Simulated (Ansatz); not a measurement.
Ideal-gas functions of AlFH5NSi, SMILES `F[SiH2][NH][AlH2]` at 500 K and 1 bar, from an Ansatz frequency run at PBE0-D4/def2-TZVP.

Molar mass 93.11 g/mol, point group C1 (symmetry number 1), electronic degeneracy 1, moments of inertia 39.238, 255.485, 264.477 u Å². Harmonic wavenumbers (cm⁻¹, unscaled): 63, 165, 171, 312, 488, 538, 594, 608, 741, 774, 805, 861, 934, 951, 962, 1136, 1944, 1959, 2245, 2259, 3586.

Use S(trans) = R[1.5 ln M + 2.5 ln T − 1.1517]; rotational temperatures θ = 24.2544 K / I; S(rot) = R[ln(√π/σ · √(T³/θAθBθC)) + 1.5]; for each mode x = 1.438777 ν̃/T, S = R[x/(eˣ − 1) − ln(1 − e⁻ˣ)] and H = RT x/(eˣ − 1); 1 cm⁻¹ = 0.0119627 kJ/mol; R = 8.31446 J/(mol·K).

Question: By hand: the entropy, in J/(mol·K).

Answer: Translation 176.1. Rotation: θ = 0.6181, 0.0949, 0.0917 K, giving 116.5. Vibration, mode by mode: 22.52, 14.59, 14.29, 9.48, 6.14, 5.46, 4.80, 4.65, 3.43, 3.19, 2.97, 2.62, 2.22, 2.13, 2.08, 1.40, 0.20, 0.20, 0.10, 0.09, 0.00, in all 102.6. Electronic 0.0. Sum 395.2 J/(mol·K).

Question: By hand: H − E and G − E in kJ/mol, counted from the electronic energy.

Answer: Zero-point energy ½ × 22096 × 0.0119627 = 132.2; thermal vibration 27.0; translation, rotation and pV give 4 RT = 16.6. H − E = 175.8 kJ/mol, and G − E = 175.8 − 500 × 395.2/1000 = -21.8 kJ/mol.

Vibration gives 26 % of the entropy, 22.5 J/(mol·K) of it from the mode under 150 cm⁻¹: soft modes count most, and the harmonic formula is weakest for them. The sum counts one conformer and one mirror image; others add a mixing term.
